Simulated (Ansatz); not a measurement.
Reaction (ligand exchange at the Si–C bond): `[SiH3]C1BN1` + `C=C[Si](O)(O)O` → `C=C[Si](O)(O)O[SiH3]` + `B1CN1`

Isolated molecules relaxed with PBE0-D4/def2-TZVP in Ansatz; ΔE leaves out vibrations. CCSD(T)/CBS adds triple-zeta CCSD(T) − MP2 to the extrapolated MP2 energy (def2 sets, frozen cores). This one scheme is used for every species. Functionals use def2-TZVPP. Each species was taken in one conformer, which may not be the lowest.

`[SiH3]C1BN1`:

```xyz
10

Si    1.213   -0.392   -0.669
C    -0.396    0.464   -0.278
B    -1.538   -0.252    0.530
N    -0.787    0.674    1.139
H     2.399    0.463   -0.372
H     1.331   -1.629    0.152
H     1.257   -0.752   -2.113
H    -0.677    1.278   -0.950
H    -2.425   -1.024    0.654
H    -0.377    1.170    1.907
```

`C=C[Si](O)(O)O`:

Cartesian coordinates in Å:
```
C -0.656 -1.626 1.025
C 0.125 -0.549 1.054
Si 0.267 0.640 -0.353
O 1.859 0.978 -0.490
O -0.404 0.005 -1.713
O -0.511 2.060 -0.115
H -1.256 -1.871 0.153
H -0.739 -2.307 1.868
H 0.698 -0.354 1.959
H 2.095 1.754 -1.001
H -0.038 -0.818 -2.039
H -1.440 2.089 -0.350
```

`C=C[Si](O)(O)O[SiH3]`:

Z-matrix (Å, degrees):
```
Si
C 1 1.842
O 1 1.631 2 106.9
O 1 1.637 2 112.2 3 -119.9
O 1 1.636 2 110.5 3 121.3
C 2 1.330 1 122.6 3 122.8
H 2 1.089 1 119.1 3 -57.6
H 3 0.958 1 117.8 2 -166.4
H 4 0.958 1 116.3 2 -101.1
Si 5 1.635 1 144.9 2 -55.3
H 6 1.086 2 122.2 1 179.6
H 6 1.086 2 121.4 1 -1.0
H 10 1.486 5 110.1 1 -86.7
H 10 1.484 5 108.3 1 153.8
H 10 1.487 5 110.6 1 33.9
```

`B1CN1`:

Cartesian coordinates in Å:
```
B 0.139 -0.870 -0.368
C 0.001 0.240 0.722
N -0.120 0.395 -0.732
H 0.320 -1.971 -0.763
H -0.913 0.356 1.303
H 0.876 0.690 1.190
H -0.302 1.160 -1.353
```

| level | ΔE (kJ/mol) |
| --- | --- |
| r2SCAN-D4 | -104.8 |
| PBE0-D4 | -99.8 |
| ωB97X-V | -107.6 |
| ωB97M-V | -106.4 |
| PBE0 | -98.5 |
| HF/def2-TZVPP | -129.2 |
| SCS-MP2/def2-TZVPP | -113.3 |
| CCSD/CBS(def2) | -111.3 |

(1) What does CCSD(T)/CBS give? (Estimate.)

Largest T1 diagnostic among the species: 0.014.

Results:

(1) Computed: -107.8 kJ/mol. The listed levels differ from it by 3.0, 8.0, 0.2, 1.4, 9.3, -21.4, -5.5, -3.5 kJ/mol.

From PBE to PBE0 (25 % exact exchange), in def2-TZVPP and without D4, ΔE moves by −6.5 kJ/mol. In def2-TZVPP, CCSD(T) changes the Hartree–Fock value by +21.2 kJ/mol (the triples alone add +3.5 kJ/mol) and MP2 by +20.5 kJ/mol.
